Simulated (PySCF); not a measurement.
C5H8O, charge +1, doublet, at a GFN2-xTB geometry (a state made from the parent by changing its charge; the spin is typed, not shown lowest); PBE/6-31G in PySCF.

Here is a job for PySCF.
```python
from pyscf import gto, scf, dft

mol = gto.Mole()
mol.atom = '''
    O     0.74828079    1.76165852   -0.87055022
    C     0.35903795    0.82035674   -0.28073641
    C     1.15403302   -0.42700155    0.10013699
    C     0.14111989   -1.54273494    0.22540231
    C    -1.23220723   -0.89919179    0.35850748
    C    -1.03876203    0.59993036    0.29293917
    H     1.97302335   -0.63175095   -0.59064343
    H     1.59368435   -0.13424462    1.06248479
    H     0.39423810   -2.19185854    1.07437979
    H     0.16505890   -2.21222786   -0.63982249
    H    -1.74254209   -1.17431508    1.29140036
    H    -1.90037894   -1.25870733   -0.42949521
    H    -1.81040530    1.13337413   -0.26385032
    H    -0.95825419    1.06830919    1.28245125
'''
mol.basis = '6-31g'
mol.charge = 1
mol.spin = 1
mol.verbose = 4
mol.build()

mf = dft.UKS(mol)
mf.xc = 'pbe'
mf.grids.becke_scheme = dft.gen_grid.stratmann
mf.kernel()
mf.analyze()
```

Output, abridged:

```
PySCF version 2.14.0

[INPUT] verbose = 4
[INPUT] num. atoms = 14
[INPUT] num. electrons = 45
[INPUT] charge = 1
[INPUT] spin (= nelec alpha-beta = 2S) = 1
[INPUT] symmetry False subgroup None
[INPUT] Mole.unit = angstrom
[INPUT] Symbol           X                Y                Z      unit          X                Y                Z       unit  Magmom
[INPUT]  1 O      0.748280790000   1.761658520000  -0.870550220000 AA    1.414045757373   3.329052127807  -1.645101493480 Bohr   0.0
[INPUT]  2 C      0.359037950000   0.820356740000  -0.280736410000 AA    0.678483393825   1.550249563041  -0.530514928094 Bohr   0.0
[INPUT]  3 C      1.154033020000  -0.427001550000   0.100136990000 AA    2.180806346505  -0.806915984265   0.189231486038 Bohr   0.0
[INPUT]  4 C      0.141119890000  -1.542734940000   0.225402310000 AA    0.266677942829  -2.915346519397   0.425948633744 Bohr   0.0
[INPUT]  5 C     -1.232207230000  -0.899191790000   0.358507480000 AA   -2.328534193409  -1.699226216557   0.677480950808 Bohr   0.0
[INPUT]  6 C     -1.038762030000   0.599930360000   0.292939170000 AA   -1.962975745297   1.133704074212   0.553574802457 Bohr   0.0
[INPUT]  7 H      1.973023350000  -0.631750950000  -0.590643430000 AA    3.728473768872  -1.193836274434  -1.116154319974 Bohr   0.0
[INPUT]  8 H      1.593684350000  -0.134244620000   1.062484790000 AA    3.011626950505  -0.253685565496   2.007805264616 Bohr   0.0
[INPUT]  9 H      0.394238100000  -2.191858540000   1.074379790000 AA    0.745002036869  -4.142012344389   2.030283556868 Bohr   0.0
[INPUT] 10 H      0.165058900000  -2.212227860000  -0.639822490000 AA    0.311916115422  -4.180504780533  -1.209089274437 Bohr   0.0
[INPUT] 11 H     -1.742542090000  -1.174315080000   1.291400360000 AA   -3.292927310627  -2.219133885147   2.440392997565 Bohr   0.0
[INPUT] 12 H     -1.900378940000  -1.258707330000  -0.429495210000 AA   -3.591195729491  -2.378612124683  -0.811628318713 Bohr   0.0
[INPUT] 13 H     -1.810405300000   1.133374130000  -0.263850320000 AA   -3.421170191461   2.141766702367  -0.498604842679 Bohr   0.0
[INPUT] 14 H     -0.958254190000   1.068309190000   1.282451250000 AA   -1.810837976817   2.018811785456   2.423481630606 Bohr   0.0

nuclear repulsion = 236.802549808441
number of shells = 46
number of NR pGTOs = 164
number of NR cGTOs = 70
basis = 6-31g
ecp = {}

******** <class 'pyscf.dft.uks.UKS'> ********
method = UKS
initial guess = minao
damping factor = 0
level_shift factor = 0
DIIS = <class 'pyscf.scf.diis.CDIIS'>
diis_start_cycle = 1
diis_space = 8
diis_damp = 0
SCF conv_tol = 1e-09
SCF conv_tol_grad = None
SCF max_cycles = 50
direct_scf = True
direct_scf_tol = 1e-13
number electrons alpha = 23  beta = 22
XC library pyscf.dft.libxc version 7.1.2
    S. Lehtola, C. Steigemann, M. J. T. Oliveira, and M. A. L. Marques,  SoftwareX 7, 1–5 (2018)
XC functionals = pbe
    J. P. Perdew, K. Burke, and M. Ernzerhof,  Phys. Rev. Lett. 77, 3865 (1996)
    J. P. Perdew, K. Burke, and M. Ernzerhof,  Phys. Rev. Lett. 78, 1396 (1997)
    J. P. Perdew, K. Burke, and M. Ernzerhof,  Phys. Rev. Lett. 77, 3865 (1996)
    J. P. Perdew, K. Burke, and M. Ernzerhof,  Phys. Rev. Lett. 78, 1396 (1997)
radial grids:
    Treutler-Ahlrichs [JCP 102, 346 (1995); DOI:10.1063/1.469408] (M4) radial grids

becke partition: Stratmann, Scuseria, Frisch. CPL, 257, 213 (1996); DOI:10.1016/0009-2614(96)00600-8
pruning grids: <function nwchem_prune>
grids dens level: 3
symmetrized grids: False
atomic radii adjust function: <function treutler_atomic_radii_adjust>
small_rho_cutoff = 0
Set gradient conv threshold to 3.16228e-05
tot grids = 163136
init E= -270.774365369158

cycle= 1 E= -269.714069591687  delta_E= 1.06  |g|= 0.481  |ddm|= 2.47
cycle= 2 E= -269.01308052993  delta_E= 0.701  |g|= 1.36  |ddm|= 1.51
cycle= 3 E= -269.666207786576  delta_E= -0.653  |g|= 0.477  |ddm|= 1.42
cycle= 4 E= -269.815649913391  delta_E= -0.149  |g|= 0.112  |ddm|= 0.836
cycle= 5 E= -269.822564852661  delta_E= -0.00691  |g|= 0.0439  |ddm|= 0.219
cycle= 6 E= -269.823422524962  delta_E= -0.000858  |g|= 0.0178  |ddm|= 0.0743
cycle= 7 E= -269.823606552892  delta_E= -0.000184  |g|= 0.00501  |ddm|= 0.0239
cycle= 8 E= -269.823619564891  delta_E= -1.3e-05  |g|= 0.00144  |ddm|= 0.00896
cycle= 9 E= -269.823621143977  delta_E= -1.58e-06  |g|= 0.00027  |ddm|= 0.00303
cycle= 10 E= -269.823621203812  delta_E= -5.98e-08  |g|= 9.06e-05  |ddm|= 0.000604
cycle= 11 E= -269.823621208488  delta_E= -4.68e-09  |g|= 7.61e-05  |ddm|= 0.000232
cycle= 12 E= -269.823621211902  delta_E= -3.41e-09  |g|= 2.3e-05  |ddm|= 0.000114
cycle= 13 E= -269.823621212038  delta_E= -1.36e-10  |g|= 1.92e-05  |ddm|= 6.3e-05
Extra cycle  E= -269.823621210467  delta_E= 1.57e-09  |g|= 5.08e-05  |ddm|= 0.000117
converged SCF energy = -269.823621210467  <S^2> = 0.75219056  2S+1 = 2.0021894
**** SCF Summaries ****
Total Energy =                        -269.823621210466627
Nuclear Repulsion Energy =             236.802549808440887
One-electron Energy =                 -823.234062331373480
Two-electron Energy =                  316.607891312465995
Two-electron Coulomb Energy =          354.669701505693524
DFT Exchange-Correlation Energy =      -38.061810193227501
**** MO energy ****
                             alpha | beta                alpha | beta
MO #1   energy= -19.0959967374403  | -19.0832982553216  occ= 1 | 1
MO #2   energy= -10.253844612719   | -10.2536352160557  occ= 1 | 1
MO #3   energy= -10.1379328369245  | -10.1350598017958  occ= 1 | 1
MO #4   energy= -10.1378469640922  | -10.1349796869326  occ= 1 | 1
MO #5   energy= -10.0990342162348  | -10.0985466582139  occ= 1 | 1
MO #6   energy= -10.0987815809517  | -10.098308334618   occ= 1 | 1
MO #7   energy= -1.30625992206797  | -1.28586072297428  occ= 1 | 1
MO #8   energy= -1.00454394664635  | -0.998248285334635 occ= 1 | 1
MO #9   energy= -0.896401081701588 | -0.888695530667048 occ= 1 | 1
MO #10  energy= -0.855825495083389 | -0.849577107920924 occ= 1 | 1
MO #11  energy= -0.752480081327383 | -0.743422622616169 occ= 1 | 1
MO #12  energy= -0.715054468508884 | -0.706699759374686 occ= 1 | 1
MO #13  energy= -0.678832382249846 | -0.67387193179718  occ= 1 | 1
MO #14  energy= -0.673602423358912 | -0.662473727077101 occ= 1 | 1
MO #15  energy= -0.64784675619866  | -0.625420550141762 occ= 1 | 1
MO #16  energy= -0.61788405359694  | -0.611319976182901 occ= 1 | 1
MO #17  energy= -0.592707311702416 | -0.586687533213753 occ= 1 | 1
MO #18  energy= -0.588746238004649 | -0.581418594514016 occ= 1 | 1
MO #19  energy= -0.544136961969306 | -0.537930559450963 occ= 1 | 1
MO #20  energy= -0.53275035819083  | -0.528347430849055 occ= 1 | 1
MO #21  energy= -0.521358942703866 | -0.519640106926921 occ= 1 | 1
MO #22  energy= -0.496083241782867 | -0.480416667614832 occ= 1 | 1
MO #23  energy= -0.472684980633948 | -0.443564701772583 occ= 1 | 0
MO #24  energy= -0.302078821436305 | -0.297619828900222 occ= 0 | 0
MO #25  energy= -0.131820839624329 | -0.128404910146018 occ= 0 | 0
MO #26  energy= -0.117176456647375 | -0.115639436123993 occ= 0 | 0
MO #27  energy= -0.0803993287335745 | -0.076436588264746 occ= 0 | 0
MO #28  energy= -0.0767998995939987 | -0.0724976115969629 occ= 0 | 0
MO #29  energy= -0.0709126991831706 | -0.0658289318266898 occ= 0 | 0
MO #30  energy= -0.0606430561723468 | -0.0578403930145248 occ= 0 | 0
MO #31  energy= -0.0479711077599003 | -0.0440987257098131 occ= 0 | 0

To work with the spin densities directly, `use mulliken_meta_spin()` only printing them here.

 ** Mulliken spin pop alpha/beta on meta-lowdin orthogonal AOs **
 ** Mulliken Spin Density (per AO)  **
spin_pop of  0 O 1s       -0.00000
spin_pop of  0 O 2s        0.00580
spin_pop of  0 O 3s       -0.00019
spin_pop of  0 O 2px       0.41163
spin_pop of  0 O 2py       0.09663
spin_pop of  0 O 2pz       0.02351
spin_pop of  0 O 3px       0.00098
spin_pop of  0 O 3py       0.00048
spin_pop of  0 O 3pz       0.00028
spin_pop of  1 C 1s       -0.00000
spin_pop of  1 C 2s       -0.00974
spin_pop of  1 C 3s       -0.00005
spin_pop of  1 C 2px       0.03134
spin_pop of  1 C 2py      -0.00287
spin_pop of  1 C 2pz      -0.01855
spin_pop of  1 C 3px       0.00120
spin_pop of  1 C 3py       0.00016
spin_pop of  1 C 3pz       0.00003
spin_pop of  2 C 1s       -0.00000
spin_pop of  2 C 2s        0.00653
spin_pop of  2 C 3s        0.00005
spin_pop of  2 C 2px       0.02180
spin_pop of  2 C 2py       0.08180
spin_pop of  2 C 2pz       0.03657
spin_pop of  2 C 3px       0.00003
spin_pop of  2 C 3py       0.00039
spin_pop of  2 C 3pz       0.00012
spin_pop of  3 C 1s       -0.00000
spin_pop of  3 C 2s       -0.00094
spin_pop of  3 C 3s        0.00003
spin_pop of  3 C 2px       0.00008
spin_pop of  3 C 2py       0.00345
spin_pop of  3 C 2pz       0.03062
spin_pop of  3 C 3px       0.00003
spin_pop of  3 C 3py       0.00009
spin_pop of  3 C 3pz       0.00011
spin_pop of  4 C 1s       -0.00000
spin_pop of  4 C 2s       -0.00097
spin_pop of  4 C 3s        0.00003
spin_pop of  4 C 2px      -0.00150
spin_pop of  4 C 2py       0.00694
spin_pop of  4 C 2pz       0.02779
spin_pop of  4 C 3px       0.00005
spin_pop of  4 C 3py       0.00005
spin_pop of  4 C 3pz       0.00012
spin_pop of  5 C 1s       -0.00000
spin_pop of  5 C 2s        0.00646
spin_pop of  5 C 3s        0.00005
spin_pop of  5 C 2px       0.07880
spin_pop of  5 C 2py       0.01015
spin_pop of  5 C 2pz       0.05103
spin_pop of  5 C 3px       0.00013
spin_pop of  5 C 3py       0.00028
spin_pop of  5 C 3pz       0.00013
spin_pop of  6 H 1s       -0.00507
spin_pop of  6 H 2s        0.00009
spin_pop of  7 H 1s        0.00869
spin_pop of  7 H 2s        0.00007
spin_pop of  8 H 1s        0.03919
spin_pop of  8 H 2s        0.00032
spin_pop of  9 H 1s        0.00674
spin_pop of  9 H 2s        0.00007
spin_pop of  10 H 1s        0.03916
spin_pop of  10 H 2s        0.00032
spin_pop of  11 H 1s        0.00592
spin_pop of  11 H 2s        0.00006
spin_pop of  12 H 1s       -0.00506
spin_pop of  12 H 2s        0.00008
spin_pop of  13 H 1s        0.00840
spin_pop of  13 H 2s        0.00007
 ** Mulliken Spin Density (per atom)  **
spin density of  0 O =      0.53912
spin density of  1 C =      0.00151
spin density of  2 C =      0.14729
spin density of  3 C =      0.03347
spin density of  4 C =      0.03252
spin density of  5 C =      0.14703
spin density of  6 H =     -0.00499
spin density of  7 H =      0.00877
spin density of  8 H =      0.03951
spin density of  9 H =      0.00681
spin density of  10 H =      0.03948
spin density of  11 H =      0.00598
spin density of  12 H =     -0.00498
spin density of  13 H =      0.00847
 ** Mulliken pop alpha/beta on meta-lowdin orthogonal AOs **
 ** Mulliken pop       alpha | beta **
In total            23.00000 | 22.00000
 ** Mulliken atomic charges   ( Nelec_alpha | Nelec_beta ) **
charge of  0O =     -0.01204  (     4.27558      3.73646 )
charge of  1C =      0.36829  (     2.81661      2.81510 )
charge of  2C =     -0.18925  (     3.16827      3.02098 )
charge of  3C =     -0.19215  (     3.11281      3.07934 )
charge of  4C =     -0.19281  (     3.11266      3.08015 )
charge of  5C =     -0.18969  (     3.16836      3.02133 )
charge of  6H =      0.17971  (     0.40765      0.41264 )
charge of  7H =      0.19093  (     0.40892      0.40015 )
charge of  8H =      0.17661  (     0.43145      0.39194 )
charge of  9H =      0.15673  (     0.42504      0.41823 )
charge of  10H =      0.17607  (     0.43171      0.39223 )
charge of  11H =      0.15658  (     0.42470      0.41872 )
charge of  12H =      0.17992  (     0.40755      0.41253 )
charge of  13H =      0.19109  (     0.40869      0.40022 )

WARN: System has nonzero charge 1; the dipole moment is origin-dependent.
Location of origin: [0. 0. 0.]

Dipole moment(X, Y, Z, Debye): -0.37169, -1.05379,  1.34932
```
